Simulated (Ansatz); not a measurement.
Isolated molecules relaxed with PBE0-D4/def2-TZVP in Ansatz; ΔE leaves out vibrations. CCSD(T)/CBS is the MP2 limit (def2-TZVPP, def2-QZVPP) plus CCSD(T) − MP2 in def2-TZVPP, frozen cores. This one scheme is used for every species. DFT in def2-TZVPP. One conformer a species, not always the lowest.

`N[Si](N)(Cl)Cl` + H₂ → `N[SiH](Cl)Cl` + NH₃  (hydrogenolysis of the Si–N bond)

```
        level  ΔE (kJ/mol)
       revPBE         40.5
MP2/CBS(def2)         63.1
```

Question: What does CCSD(T)/CBS give? (Best estimate.)

Answer: The calculation gave: +56.1 kJ/mol. The listed levels differ from it by -15.6, 7.0 kJ/mol.

Largest T1 diagnostic among the species: 0.009.

Leaving LDA and LC-ωPBE aside and taking each functional with its dispersion term where it has one, the values, not all of them listed here, spread over 8.7 kJ/mol, from B2PLYP to r2SCAN-D4. LDA lies +13.4 kJ/mol from PBE without D4. The D4 term adds +11.6 kJ/mol with B3LYP and +6.2 kJ/mol with PBE0; it sums over pairs of atoms, weighted by their polarisabilities, and B3LYP, whose exchange is more repulsive, gets the larger term. At CCSD(T), def2-SVP lies −11.7 kJ/mol from the extrapolated value and def2-TZVPP −2.3 kJ/mol.

B3LYP here is the variant with VWN-RPA as its local correlation; programs differ in this.
